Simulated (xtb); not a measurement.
xtb input for HOSr, SMILES [OH][Sr], multiplicity 2, GFN2-xTB. 

```
$ xtb mol.xyz --gfn 2 --sp --chrg 0 --uhf 1 --json
$ cat mol.xyz
3

Sr     0.00000000     0.00000000    -0.39038742
O      0.00000000     0.00000000     1.54223827
H      0.00000000     0.00000000     2.49681586
```

Log of the run:

```
[banner left out]
          |                Calculation Setup                |
           -------------------------------------------------



           -------------------------------------------------
          |                 G F N 2 - x T B                 |
           -------------------------------------------------

        Reference                      10.1021/acs.jctc.8b01176
      * Hamiltonian:
        H0-scaling (s, p, d)           1.850000    2.230000    2.230000
        zeta-weighting                 0.500000
      * Dispersion:
        s8                             2.700000
        a1                             0.520000
        a2                             5.000000
        s9                             5.000000
      * Repulsion:
        kExp                           1.500000    1.000000
        rExp                           1.000000
      * Coulomb:
        alpha                          2.000000
        third order                    shell-resolved
        anisotropic                    true
        a3                             3.000000
        a5                             4.000000
        cn-shift                       1.200000
        cn-exp                         4.000000
        max-rad                        5.000000


          ...................................................
          :                      SETUP                      :
          :.................................................:
          :  # basis functions                  15          :
          :  # atomic orbitals                  14          :
          :  # shells                            6          :
          :  # electrons                         9          :
          :  max. iterations                   250          :
          :  Hamiltonian                  GFN2-xTB          :
          :  restarted?                      false          :
          :  GBSA solvation                  false          :
          :  PC potential                    false          :
          :  electronic temp.          300.0000000     K    :
          :  accuracy                    1.0000000          :
          :  -> integral cutoff          0.2500000E+02      :
          :  -> integral neglect         0.1000000E-07      :
          :  -> SCF convergence          0.1000000E-05 Eh   :
          :  -> wf. convergence          0.1000000E-03 e    :
          :  Broyden damping             0.4000000          :
          :  net charge                          0          :
          :  unpaired electrons                  1          :
          ...................................................

 iter      E             dE          RMSdq      gap      omega  full diag
   1      2.0057735  0.200577E+01  0.145E+02    2.76       0.0  T
   2     -3.5504976 -0.555627E+01  0.513E+01   10.30       1.0  T
   3     -4.8855170 -0.133502E+01  0.322E+01    3.85       1.0  T
   4     -4.9542076 -0.686906E-01  0.293E+01    5.29       1.0  T
   5     -5.0200421 -0.658345E-01  0.244E+01    5.89       1.0  T
   6     -5.0238727 -0.383061E-02  0.179E+01    5.94       1.0  T
   7     -4.3572640  0.666609E+00  0.123E+01    2.82       1.0  T
   8     -4.3424408  0.148231E-01  0.126E+01    2.80       1.0  T
   9     -4.3400554  0.238548E-02  0.127E+01    2.79       1.0  T
  10     -4.5041935 -0.164138E+00  0.102E+01    3.20       1.0  T
  11     -4.5767794 -0.725859E-01  0.958E+00    3.48       1.0  T
  12     -4.5907552 -0.139757E-01  0.948E+00    3.55       1.0  T
  13     -5.0840266 -0.493271E+00  0.979E+00    3.06       1.0  T
  14     -5.0901396 -0.611302E-02  0.119E+01    3.32       1.0  T
  15     -5.0906081 -0.468532E-03  0.103E+01    3.52       1.0  T
  16     -5.0728354  0.177728E-01  0.331E+00    4.90       1.0  T
  17     -5.0822978 -0.946239E-02  0.313E+00    4.86       1.0  T
  18     -5.0831737 -0.875922E-03  0.396E+00    5.00       1.0  T
  19     -5.0836539 -0.480214E-03  0.410E+00    5.09       1.0  T
  20     -5.0873257 -0.367181E-02  0.438E+00    5.26       1.0  T
  21     -5.0897906 -0.246488E-02  0.392E+00    5.32       1.0  T
  22     -5.0927967 -0.300606E-02  0.298E+00    5.29       1.0  T
  23     -5.0946025 -0.180587E-02  0.215E+00    5.26       1.0  T
  24     -5.0959659 -0.136332E-02  0.131E+00    5.22       1.0  T
  25     -5.0965616 -0.595732E-03  0.643E-01    5.22       1.0  T
  26     -5.0967234 -0.161805E-03  0.244E-01    5.22       1.0  T
  27     -5.0967442 -0.208102E-04  0.677E-02    5.22       1.0  T
  28     -5.0967450 -0.758091E-06  0.138E-02    5.22       4.2  T
  29     -5.0967451 -0.122704E-06  0.165E-02    5.22       3.5  T
  30     -5.0967451 -0.202565E-07  0.139E-02    5.21       4.1  T
  31     -5.0967451 -0.333866E-08  0.872E-04    5.22      66.2  T
  32     -5.0967451  0.134471E-07  0.388E-03    5.22      14.9  T
  33     -5.0967451 -0.165812E-07  0.898E-04    5.22      64.3  T

   *** convergence criteria satisfied after 33 iterations ***

         #    Occupation            Energy/Eh            Energy/eV
      -------------------------------------------------------------
         1        2.0000           -0.6029518             -16.4072
         2        2.0000           -0.4779138             -13.0047
         3        2.0000           -0.3751820             -10.2092
         4        2.0000           -0.3751820             -10.2092
         5        1.0000           -0.3327069              -9.0534 (HOMO)
         6                         -0.1410371              -3.8378 (LUMO)
         7                         -0.1410371              -3.8378
         8                         -0.0644593              -1.7540
         9                         -0.0063240              -0.1721
        10                         -0.0063240              -0.1721
       ...                                ...                  ...
        14                          0.4522010              12.3050
      -------------------------------------------------------------
                  HL-Gap            0.1916698 Eh            5.2156 eV
             Fermi-level           -0.2952499 Eh           -8.0342 eV

 SCC (total)                   0 d,  0 h,  0 min,  0.005 sec
 SCC setup                      ...        0 min,  0.000 sec (  3.687%)
 Dispersion                     ...        0 min,  0.000 sec (  1.105%)
 classical contributions        ...        0 min,  0.000 sec (  0.552%)
 integral evaluation            ...        0 min,  0.000 sec (  8.979%)
 iterations                     ...        0 min,  0.004 sec ( 74.529%)
 molecular gradient             ...        0 min,  0.000 sec (  8.916%)
 printout                       ...        0 min,  0.000 sec (  1.920%)

         :::::::::::::::::::::::::::::::::::::::::::::::::::::
         ::                     SUMMARY                     ::
         :::::::::::::::::::::::::::::::::::::::::::::::::::::
         :: total energy              -5.068885248376 Eh    ::
         :: gradient norm              0.000070637231 Eh/a0 ::
         :: HOMO-LUMO gap              5.215599912089 eV    ::
         ::.................................................::
         :: SCC energy                -5.096745110247 Eh    ::
         :: -> isotropic ES            0.092131910792 Eh    ::
         :: -> anisotropic ES          0.003779584091 Eh    ::
         :: -> anisotropic XC         -0.002664666165 Eh    ::
         :: -> dispersion             -0.001025653101 Eh    ::
         :: repulsion energy           0.027859861871 Eh    ::
         :: add. restraining           0.000000000000 Eh    ::
         :: total charge               0.000000000197 e     ::
         :::::::::::::::::::::::::::::::::::::::::::::::::::::

           -------------------------------------------------
Note: The following floating-point exceptions are signalling: IEEE_UNDERFLOW_FLAG IEEE_DENORMAL
normal termination of xtb
          |                Property Printout                |
           -------------------------------------------------

    * Orbital Energies and Occupations

         #    Occupation            Energy/Eh            Energy/eV
      -------------------------------------------------------------
         1        2.0000           -0.6029518             -16.4072
         2        2.0000           -0.4779138             -13.0047
         3        2.0000           -0.3751820             -10.2092
         4        2.0000           -0.3751820             -10.2092
         5        1.0000           -0.3327069              -9.0534 (HOMO)
         6                         -0.1410371              -3.8378 (LUMO)
         7                         -0.1410371              -3.8378
         8                         -0.0644593              -1.7540
         9                         -0.0063240              -0.1721
        10                         -0.0063240              -0.1721
        11                          0.0571544               1.5552
        12                          0.0571544               1.5552
        13                          0.1972985               5.3688
        14                          0.4522010              12.3050
      -------------------------------------------------------------
                  HL-Gap            0.1916698 Eh            5.2156 eV
             Fermi-level           -0.2952499 Eh           -8.0342 eV

     #   Z          covCN         q      C6AA      α(0)
     1  38 Sr       0.800     0.399  2100.471   188.824
     2   8 O        1.465    -0.665    26.985     7.002
     3   1 H        0.947     0.267     0.815     1.411

 Mol. C6AA /au·bohr⁶  :       2513.274825
 Mol. C8AA /au·bohr⁸  :     499239.665216
 Mol. α(0) /au        :        197.236988


Wiberg/Mayer (AO) data.
largest (>0.10) Wiberg bond orders for each atom

 ---------------------------------------------------------------------------
     #   Z sym  total        # sym  WBO       # sym  WBO       # sym  WBO
 ---------------------------------------------------------------------------
     1  38 Sr   1.091 --     2 O    1.050
     2   8 O    1.937 --     1 Sr   1.050     3 H    0.887
     3   1 H    0.929 --     2 O    0.887
 ---------------------------------------------------------------------------

Topologies differ in total number of bonds
Writing topology from bond orders to xtbtopo.mol

molecular dipole:
                 x           y           z       tot (Debye)
 q only:        0.000       0.000      -0.975
   full:        0.000      -0.000      -1.506       3.827
molecular quadrupole (traceless):
                xx          xy          yy          xz          yz          zz
 q only:       -0.252       0.000      -0.252       0.000       0.000       0.504
  q+dip:       -1.304       0.000      -1.304      -0.000       0.000       2.609
   full:       -1.022      -0.000      -1.022      -0.000       0.000       2.043


           -------------------------------------------------
          | TOTAL ENERGY               -5.068885248376 Eh   |
          | GRADIENT NORM               0.000070637231 Eh/α |
          | HOMO-LUMO GAP               5.215599912089 eV   |
           -------------------------------------------------

------------------------------------------------------------------------
------------------------------------------------------------------------
 total:
 SCF:
```

The run converged.
